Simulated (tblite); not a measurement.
BaF (SMILES [F][Ba]), doublet, geometry from GFN2-xTB (such geometries of metal compounds can be far from the true shape) (the spin is typed, not shown lowest); GFN1-xTB run with tblite.

tblite was given this input:
```
$ tblite run mol.xyz --method gfn1 --charge 0 --spin 1 --etemp 2000 --json tblite.json --no-restart

# file mol.xyz
2

Ba    -0.00000000    -0.00000000    -0.27401276
F      0.00000000     0.00000000     1.70496829
```

Predict the main parts of the log of this tblite run.


```
xTB calculator
 | screened Coulomb repulsion
 | Coulomb electrostatics
 |  * isotropic Klopman-Ohno-Mataga-Nishimoto electrostatics
 |  * onsite third-order electrostatics
 | DFT-D3(BJ) dispersion correction

halogen bonding energy    0.0000000000000E+00 Eh
repulsion energy          1.1556816800472E-02 Eh
dispersion energy        -2.0159023329078E-04 Eh
number of electrons       9.0000000000000E+00 e
integral cutoff           4.0000000000000E+01 bohr

------------------------------------------------------------
  cycle        total energy    energy error   density error
------------------------------------------------------------
      1     -5.607225007307  -5.6185802E+00   6.4149907E-01
      2     -5.652748394315  -4.5523387E-02   3.6627963E-01
      3     -5.581779892809   7.0968502E-02   3.2187797E-01
      4      7.635396174239   1.3217176E+01   3.6210072E+00
      5      8.192341922805   5.5694575E-01   3.6682311E+00
      6      6.911999221585  -1.2803427E+00   3.5230974E+00
      7     -5.127636573948  -1.2039636E+01   6.5859400E-01
      8     -5.673505492332  -5.4586892E-01   2.8438771E-01
      9     -5.660909062215   1.2596430E-02   3.3131674E-01
     10     -5.672518668718  -1.1609607E-02   2.9401569E-01
     11     -5.671735306846   7.8336187E-04   2.7928881E-01
     12     -5.672603155573  -8.6784873E-04   7.1903137E-02
     13     -5.674097652408  -1.4944968E-03   2.1353939E-02
     14     -5.674050975219   4.6677189E-05   1.8643725E-02
     15     -5.674032705089   1.8270130E-05   1.7810234E-02
     16     -5.674077894744  -4.5189655E-05   1.4940328E-02
     17     -5.674121395672  -4.3500928E-05   1.1669218E-02
     18     -5.674167478979  -4.6083308E-05   6.7152517E-03
     19     -5.674186604315  -1.9125335E-05   2.8962481E-03
     20     -5.674190660957  -4.0566422E-06   7.9195471E-04
     21     -5.674190984765  -3.2380751E-07   3.4939442E-05
     22     -5.674190985345  -5.8020877E-10   3.6554515E-07
------------------------------------------------------------

electronic energy        -5.6855462119119E+00 Eh
total energy             -5.6741909853447E+00 Eh

Post processing:
 | Mayer-Wiberg bond orders

[Info] JSON dump of results written to 'tblite.json'
```
